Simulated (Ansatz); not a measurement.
Basis sets compared for `FC(F)(F)c1ccc(-c2ccc(-c3ccc(-c4ccc(C(F)(F)F)cc4)cc3)cc2)cc1`. The state is a singlet with charge 0. Geometry r2SCAN-D4/def2-SVP. Ansatz on 2 threads of AMD EPYC 7R13 on a shared host and a share (18 GiB) of an NVIDIA H100 80GB HBM3; times are rough, and most runs start from earlier orbitals.

```xyz
48

F    -6.6765    7.2696    1.5845
C    -5.4050    7.4091    1.9940
F    -5.4310    7.6530    3.3187
F    -4.9157    8.5207    1.4096
C    -4.5668    6.2052    1.6737
C    -5.0702    5.1541    0.9018
C    -4.2604    4.0570    0.6091
C    -2.9349    3.9866    1.0769
C    -2.0783    2.8229    0.7632
C    -0.6983    2.9766    0.5320
C     0.1075    1.8814    0.2319
C    -0.4283    0.5814    0.1567
C     0.4274   -0.5816   -0.1585
C     0.1889   -1.8411    0.4240
C     0.9970   -2.9361    0.1293
C     2.0763   -2.8233   -0.7674
C     2.9313   -3.9872   -1.0844
C     3.2374   -4.9497   -0.1006
C     4.0426   -6.0456   -0.3962
C     4.5598   -6.2063   -1.6887
C     5.4107   -7.4080   -1.9829
F     5.9302   -7.3751   -3.2210
F     4.7046   -8.5509   -1.8748
F     6.4370   -7.5088   -1.1161
C     4.2671   -5.2634   -2.6783
C     3.4616   -4.1657   -2.3758
C     2.3137   -1.5651   -1.3525
C     1.5098   -0.4687   -1.0522
C    -1.8082    0.4280    0.3922
C    -2.6153    1.5240    0.6853
C    -2.4454    5.0573    1.8529
C    -3.2500    6.1532    2.1503
H    -6.0940    5.2002    0.5232
H    -4.6545    3.2527   -0.0182
H    -0.2524    3.9747    0.5702
H     1.1788    2.0328    0.0726
H    -0.6325   -1.9586    1.1365
H     0.7762   -3.9036    0.5892
H     2.8623   -4.8175    0.9182
H     4.2835   -6.7763    0.3815
H     4.6631   -5.3949   -3.6879
H     3.2159   -3.4483   -3.1637
H     3.1542   -1.4403   -2.0412
H     1.7114    0.4912   -1.5360
H    -2.2594   -0.5658    0.3235
H    -3.6811    1.3685    0.8755
H    -1.4289    5.0122    2.2535
H    -2.8612    6.9693    2.7665
```

Single mean-field runs in def2-SVP, def2-TZVP are fitted with def2-universal-jkfit.

Binding counts from free atoms (F doublet, C triplet, H doublet) in the same basis, without a counterpoise term.

```
           level  functions  energy (Eh)  HOMO (eV)  LUMO (eV)  binding per atom (eV)  wall time
 PBE-D4/def2-SVP        528   -1596.6015      -5.62      -2.61                   5.59       17 s
PBE0-D4/def2-SVP        528   -1596.6817      -6.51      -1.95                   5.45      8.5 s
```

(1) Estimate the rows for PBE-D4/def2-TZVP, PBE0-D4/def2-TZVP.

Results:

(1) 
| level | functions | energy (Eh) | HOMO (eV) | LUMO (eV) | binding per atom (eV) | wall time |
| --- | --- | --- | --- | --- | --- | --- |
| PBE-D4/def2-TZVP | 1088 | -1598.3718 | -5.69 | -2.73 | 5.48 | 15 s |
| PBE0-D4/def2-TZVP | 1088 | -1598.4418 | -6.52 | -2.01 | 5.35 | 11 s |
